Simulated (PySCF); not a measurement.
PySCF input for CH₃FOSi, SMILES CO[Si]F (connectivity only; charge and spin as stated), neutral, multiplicity 1, TPSSh-D3(BJ)/def2-SVP. 

```python
import numpy as np
from pyscf import gto, scf, dft
from pyscf.geomopt import geometric_solver

mol = gto.M(
    atom='''
    Si   -0.27757801   -0.03498628    1.01319375
    F    -0.96297949    1.20116823    0.16677847
    O     0.59791003   -0.73072019   -0.13821611
    C     0.83976332   -0.51294049   -1.50123782
    H     0.29717842    0.36055914   -1.86729416
    H     1.91133325   -0.36131615   -1.64635334
    H     0.52253568   -1.39654449   -2.05891560
    ''',
    basis='def2-SVP',
    charge=0,
    spin=0,
    max_memory=1600,
    verbose=3,
)
mf = dft.RKS(mol, xc='tpssh').density_fit(auxbasis='def2-universal-jkfit')
mf.disp = 'd3bj'
mf.grids.level = 4
mf.conv_tol = 1e-9
mf.max_cycle = 100
mf.kernel()
grad = mf.nuc_grad_method()
grad.grid_response = mol.nao <= 150
conv, mol_eq = geometric_solver.kernel(grad, convergence_set='GAU_TIGHT', maxsteps=100)
print(mol_eq.tostring(format='xyz'))
mf.reset(mol_eq)
mf.kernel()
```

It prints:

```
converged SCF energy = -504.2866618395
[banner and settings of the optimiser left out]
Geometry optimization cycle 1
Cartesian coordinates (Angstrom)
 Atom        New coordinates             dX        dY        dZ
  Si  -0.277578  -0.034986   1.013194    0.000000  0.000000  0.000000
   F  -0.962979   1.201168   0.166778    0.000000  0.000000 -0.000000
   O   0.597910  -0.730720  -0.138216    0.000000  0.000000  0.000000
   C   0.839763  -0.512940  -1.501238   -0.000000  0.000000  0.000000
   H   0.297178   0.360559  -1.867294    0.000000  0.000000  0.000000
   H   1.911333  -0.361316  -1.646353   -0.000000  0.000000  0.000000
   H   0.522536  -1.396544  -2.058916    0.000000  0.000000  0.000000

WARN: Mole.unit (angstrom) is changed to Bohr

converged SCF energy = -504.286661839468
--------------- DFRKS_Scanner gradients ---------------
         x                y                z
0 Si     0.0158091215    -0.0112818282    -0.0242029305
1 F     0.0030366421    -0.0045594676     0.0014988974
2 O    -0.0161152114     0.0177689678     0.0088665398
3 C    -0.0009561969    -0.0010140805     0.0054746782
4 H     0.0033300177    -0.0052751893     0.0021016943
5 H    -0.0057452908    -0.0002042734     0.0021998465
6 H     0.0006409178     0.0045658711     0.0040612742
----------------------------------------------
cycle 1: E = -504.286661839  dE = -504.287  norm(grad) = 0.0424286
Step    0 : Gradient = 1.604e-02/3.103e-02 (rms/max) Energy = -504.2866618395
Hessian Eigenvalues: 2.30000e-02 2.30000e-02 5.00000e-02 ... 4.30295e-01 4.53995e-01 5.02484e-01

Geometry optimization cycle 2
Cartesian coordinates (Angstrom)
 Atom        New coordinates             dX        dY        dZ
  Si  -0.295380  -0.019863   1.036942   -0.017802  0.015124  0.023748
   F  -0.994800   1.226661   0.204223   -0.031821  0.025493  0.037445
   O   0.602429  -0.738984  -0.132390    0.004519 -0.008264  0.005826
   C   0.849702  -0.521692  -1.511572    0.009939 -0.008752 -0.010334
[...]
   C   0.824493  -0.490265  -1.522530   -0.000016  0.000073 -0.000043
   H   0.231725   0.391309  -1.810671    0.000056  0.000169  0.000100
   H   1.890335  -0.298377  -1.719575    0.000009  0.000051  0.000067
   H   0.507203  -1.359015  -2.119423   -0.000029  0.000209 -0.000234
converged SCF energy = -504.288787771603
--------------- DFRKS_Scanner gradients ---------------
         x                y                z
0 Si     0.0000008998    -0.0000009202    -0.0000016194
1 F     0.0000006881     0.0000008171     0.0000002925
2 O    -0.0000003129     0.0000011801     0.0000000859
3 C    -0.0000001978    -0.0000002383     0.0000026808
4 H    -0.0000001102     0.0000000376    -0.0000004137
5 H    -0.0000002710    -0.0000005172    -0.0000005787
6 H    -0.0000006958    -0.0000003592    -0.0000004474
----------------------------------------------
cycle 30: E = -504.288787772  dE = -3.03032e-10  norm(grad) = 3.99496e-06
Step   29 : Displace = 5.757e-05/8.932e-05 (rms/max) Trust = 3.000e-01 (=) Grad = 1.510e-06/2.699e-06 (rms/max) E (change) = -504.2887877716 (-3.030e-10) Quality = 1.321
Hessian Eigenvalues: 1.99190e-04 3.86595e-04 1.62404e-03 ... 3.79430e-01 4.24836e-01 4.62596e-01

Geometry optimization cycle 31
Cartesian coordinates (Angstrom)
 Atom        New coordinates             dX        dY        dZ
  Si  -0.235798  -0.081699   1.055764    0.000058  0.000086  0.000016
   F  -0.949319   1.158645   0.226885   -0.000062 -0.000028 -0.000055
   O   0.659596  -0.795253  -0.142500    0.000074  0.000067  0.000035
   C   0.824489  -0.490282  -1.522528   -0.000004 -0.000017  0.000002
   H   0.231483   0.391108  -1.810745   -0.000241 -0.000201 -0.000074
   H   1.890280  -0.298120  -1.719589   -0.000056  0.000256 -0.000014
   H   0.507434  -1.359179  -2.119331    0.000231 -0.000164  0.000091
converged SCF energy = -504.288787771822
--------------- DFRKS_Scanner gradients ---------------
         x                y                z
0 Si    -0.0000013969    -0.0000000217    -0.0000001421
1 F     0.0000015591     0.0000006201     0.0000005719
2 O     0.0000005454     0.0000000729     0.0000007700
3 C     0.0000004783     0.0000002552    -0.0000009332
4 H    -0.0000004208     0.0000004379     0.0000003513
5 H     0.0000000680    -0.0000001130    -0.0000003870
6 H    -0.0000008332    -0.0000012513    -0.0000002309
----------------------------------------------
cycle 31: E = -504.288787772  dE = -2.18563e-10  norm(grad) = 3.18553e-06
Step   30 : Displace = 9.850e-05/1.453e-04 (rms/max) Trust = 3.000e-01 (=) Grad = 1.204e-06/1.773e-06 (rms/max) E (change) = -504.2887877718 (-2.186e-10) Quality = 0.864
Hessian Eigenvalues: 2.29783e-05 2.06509e-04 3.07950e-03 ... 3.77945e-01 4.28478e-01 5.96310e-01

Geometry optimization cycle 32
Cartesian coordinates (Angstrom)
 Atom        New coordinates             dX        dY        dZ
  Si  -0.233474  -0.077132   1.056288    0.002324  0.004566  0.000525
   F  -0.952594   1.157622   0.223743   -0.003275 -0.001023 -0.003142
   O   0.662809  -0.791847  -0.140702    0.003214  0.003406  0.001797
   C   0.824480  -0.491238  -1.522218   -0.000008 -0.000956  0.000310
   H   0.223058   0.383309  -1.813814   -0.008425 -0.007799 -0.003069
   H   1.888340  -0.289683  -1.720416   -0.001939  0.008437 -0.000827
   H   0.515543  -1.365811  -2.114926    0.008109 -0.006632  0.004405
converged SCF energy = -504.288787651909
--------------- DFRKS_Scanner gradients ---------------
         x                y                z
0 Si    -0.0000015744    -0.0000173183     0.0000656933
1 F    -0.0000128160     0.0000316900    -0.0000282408
2 O    -0.0000009835    -0.0000220514     0.0000275013
3 C     0.0000142454    -0.0000002735    -0.0001052785
4 H    -0.0000067714     0.0000088094     0.0000193070
5 H     0.0000066680     0.0000104375     0.0000070813
6 H     0.0000012319    -0.0000112937     0.0000139364
----------------------------------------------
cycle 32: E = -504.288787652  dE = 1.19913e-07  norm(grad) = 0.000141906
Step   31 : Displace = 3.009e-03/4.422e-03 (rms/max) Trust = 3.000e-01 (=) Grad = 5.364e-05/1.062e-04 (rms/max) E (change) = -504.2887876519 (+1.199e-07) Quality = -13.815
Not rejecting step - energy change meets convergence criteria
Hessian Eigenvalues: 2.00331e-04 3.22729e-04 3.13953e-03 ... 3.77981e-01 4.39391e-01 6.14064e-01

Geometry optimization cycle 33
Cartesian coordinates (Angstrom)
 Atom        New coordinates             dX        dY        dZ
  Si  -0.234968  -0.078916   1.055869   -0.001494 -0.001784 -0.000419
   F  -0.951231   1.158359   0.224755    0.001363  0.000737  0.001012
   O   0.661197  -0.793261  -0.141382   -0.001612 -0.001414 -0.000679
   C   0.824609  -0.490919  -1.522204    0.000129  0.000318  0.000014
   H   0.227444   0.386965  -1.812521    0.004386  0.003656  0.001293
   H   1.889467  -0.294167  -1.719822    0.001126 -0.004484  0.000594
   H   0.511645  -1.362840  -2.116741   -0.003898  0.002971 -0.001815
converged SCF energy = -504.28878774938
--------------- DFRKS_Scanner gradients ---------------
         x                y                z
0 Si    -0.0000073818     0.0000021749     0.0000155131
1 F     0.0000011587     0.0000046380    -0.0000029925
2 O     0.0000038792    -0.0000088368     0.0000049876
3 C     0.0000037456     0.0000027370    -0.0000262053
4 H    -0.0000030205     0.0000016307     0.0000042014
5 H     0.0000018855     0.0000032619     0.0000009790
6 H    -0.0000002668    -0.0000056056     0.0000035167
----------------------------------------------
cycle 33: E = -504.288787749  dE = -9.74716e-08  norm(grad) = 3.53042e-05
Step   32 : Displace = 1.571e-03/2.275e-03 (rms/max) Trust = 1.505e-03 (-) Grad = 1.334e-05/2.661e-05 (rms/max) E (change) = -504.2887877494 (-9.747e-08) Quality = 1.039
Hessian Eigenvalues: 2.00867e-04 3.35028e-04 3.05564e-03 ... 3.78030e-01 4.30437e-01 5.84356e-01

Geometry optimization cycle 34
Cartesian coordinates (Angstrom)
 Atom        New coordinates             dX        dY        dZ
  Si  -0.235837  -0.081216   1.055718   -0.000869 -0.002299 -0.000151
   F  -0.950138   1.158306   0.226297    0.001094 -0.000053  0.001542
   O   0.659957  -0.794775  -0.142240   -0.001240 -0.001514 -0.000859
   C   0.824646  -0.490338  -1.522408    0.000037  0.000582 -0.000204
   H   0.231077   0.390538  -1.811032    0.003632  0.003573  0.001489
   H   1.890311  -0.297583  -1.719569    0.000844 -0.003416  0.000253
   H   0.508148  -1.359712  -2.118811   -0.003497  0.003128 -0.002071
converged SCF energy = -504.288787773363
--------------- DFRKS_Scanner gradients ---------------
         x                y                z
0 Si     0.0000012855     0.0000013515    -0.0000028067
1 F     0.0000012311    -0.0000016118     0.0000012909
2 O    -0.0000018054     0.0000016570     0.0000009260
3 C     0.0000000271    -0.0000010109     0.0000020599
4 H     0.0000000086     0.0000001685    -0.0000000471
5 H    -0.0000004584    -0.0000001522    -0.0000008067
6 H    -0.0000002885    -0.0000004021    -0.0000006164
----------------------------------------------
cycle 34: E = -504.288787773  dE = -2.39825e-08  norm(grad) = 5.55024e-06
Step   33 : Displace = 1.423e-03/2.126e-03 (rms/max) Trust = 2.128e-03 (+) Grad = 2.098e-06/3.370e-06 (rms/max) E (change) = -504.2887877734 (-2.398e-08) Quality = 1.012
Hessian Eigenvalues: 2.01396e-04 3.19987e-04 3.05642e-03 ... 3.78071e-01 4.32089e-01 5.86396e-01

Geometry optimization cycle 35
Cartesian coordinates (Angstrom)
 Atom        New coordinates             dX        dY        dZ
  Si  -0.236032  -0.081309   1.055660   -0.000194 -0.000093 -0.000059
   F  -0.950200   1.158293   0.226236   -0.000063 -0.000013 -0.000061
   O   0.659851  -0.794840  -0.142254   -0.000105 -0.000065 -0.000014
   C   0.824706  -0.490310  -1.522385    0.000059  0.000028  0.000023
   H   0.231321   0.390699  -1.810981    0.000244  0.000161  0.000051
   H   1.890423  -0.297739  -1.719435    0.000113 -0.000156  0.000134
   H   0.508094  -1.359574  -2.118886   -0.000054  0.000138 -0.000075
converged SCF energy = -504.28878777392
--------------- DFRKS_Scanner gradients ---------------
         x                y                z
0 Si    -0.0000003316     0.0000016091     0.0000006174
1 F     0.0000006480    -0.0000004058     0.0000005187
2 O     0.0000003849    -0.0000008467     0.0000003530
3 C    -0.0000002193     0.0000001043    -0.0000018473
4 H     0.0000001511     0.0000000096    -0.0000000210
5 H    -0.0000002815    -0.0000004093    -0.0000000388
6 H    -0.0000003517    -0.0000000612     0.0000004181
----------------------------------------------
cycle 35: E = -504.288787774  dE = -5.57122e-10  norm(grad) = 2.99478e-06
Step   34 : Displace = 7.258e-05/1.104e-04 (rms/max) Trust = 3.009e-03 (+) Grad = 1.132e-06/1.863e-06 (rms/max) E (change) = -504.2887877739 (-5.571e-10) Quality = 1.649
Hessian Eigenvalues: 2.00948e-04 5.29165e-04 3.08040e-03 ... 3.84238e-01 4.39344e-01 6.20058e-01

Geometry optimization cycle 36
Cartesian coordinates (Angstrom)
 Atom        New coordinates             dX        dY        dZ
  Si  -0.236272  -0.081674   1.055604   -0.000240 -0.000365 -0.000055
   F  -0.950507   1.157958   0.226257   -0.000307 -0.000335  0.000022
   O   0.659832  -0.794935  -0.142314   -0.000019 -0.000096 -0.000060
   C   0.824820  -0.490158  -1.522381    0.000114  0.000152  0.000003
   H   0.231407   0.390859  -1.810892    0.000087  0.000160  0.000089
   H   1.890551  -0.297486  -1.719265    0.000127  0.000253  0.000169
   H   0.508332  -1.359345  -2.119054    0.000238  0.000230 -0.000168
converged SCF energy = -504.288787775091
--------------- DFRKS_Scanner gradients ---------------
         x                y                z
0 Si    -0.0000009085     0.0000003912     0.0000095367
1 F    -0.0000021642     0.0000037613    -0.0000029073
2 O     0.0000034400    -0.0000055762    -0.0000003951
3 C    -0.0000012720     0.0000011435    -0.0000104759
4 H    -0.0000000105    -0.0000000588     0.0000004230
5 H     0.0000013165    -0.0000003686     0.0000013424
6 H    -0.0000004013     0.0000007076     0.0000024762
----------------------------------------------
cycle 36: E = -504.288787775  dE = -1.1712e-09  norm(grad) = 1.69e-05
Step   35 : Displace = 3.186e-05/5.254e-05 (rms/max) Trust = 4.256e-03 (+) Grad = 6.388e-06/1.061e-05 (rms/max) E (change) = -504.2887877751 (-1.171e-09) Quality = 1.445
Hessian Eigenvalues: 2.00948e-04 5.29165e-04 3.08040e-03 ... 3.84238e-01 4.39344e-01 6.20058e-01
Converged! =D

7
XYZ from PySCF
Si         -0.23627174       -0.08167355        1.05560413
F          -0.95050702        1.15795816        0.22625738
O           0.65983226       -0.79493520       -0.14231378
C           0.82481982       -0.49015806       -1.52238127
H           0.23140746        0.39085897       -1.81089164
H           1.89055083       -0.29748596       -1.71926522
H           0.50833159       -1.35934460       -2.11905442
converged SCF energy = -504.288787775393
```

Self-consistency was reached.

Cost: about 7 core-minutes (a rough figure).
